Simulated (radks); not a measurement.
Q: All-electron atom: Sm12+ in [Kr] 4d10 4f(5/2: 2, 7/2: 0) 5s2. Calculated with a radial shooting solver on a logarithmic mesh with Libxc functionals: Dirac Kohn-Sham, BLYP, spin-unpolarised, spherical densities, finite nucleus; Fermi nuclear charge, rms radius 5.0819 fm. Some entries of the table are withheld. Estimate them.

orbital  occ.  eigenvalue (eV)  <r^2> (bohr^2)
1s1/2       2        -46860.94       0.0007048
2s1/2       2        -7845.718         0.01105
2p1/2       2        -7449.380        0.008048
2p3/2       4        -6846.358        0.009291
3s1/2       2        -1899.026         0.07413
3p1/2       2        -1728.348         0.06929
3p3/2       4        -1606.195         0.07647
3d3/2       4              (1)             (2)
3d5/2       6              (3)             (4)
4s1/2       2        -553.2559          0.3677
4p1/2       2        -487.1690          0.3852
4p3/2       4        -459.1144          0.4205
4d3/2       4              (5)          0.4675
4d5/2       6              (6)          0.4798
5s1/2       2        -225.1516           1.558
4f5/2       2        -213.4899          0.5970
4f7/2       0        -212.6226          0.6033

A: 
(1) 3d3/2 eigenvalue (eV): -1309.785
(2) 3d3/2 <r^2> (bohr^2): 0.06151
(3) 3d5/2 eigenvalue (eV): -1283.269
(4) 3d5/2 <r^2> (bohr^2): 0.06352
(5) 4d3/2 eigenvalue (eV): -349.5159
(6) 4d5/2 eigenvalue (eV): -344.2811
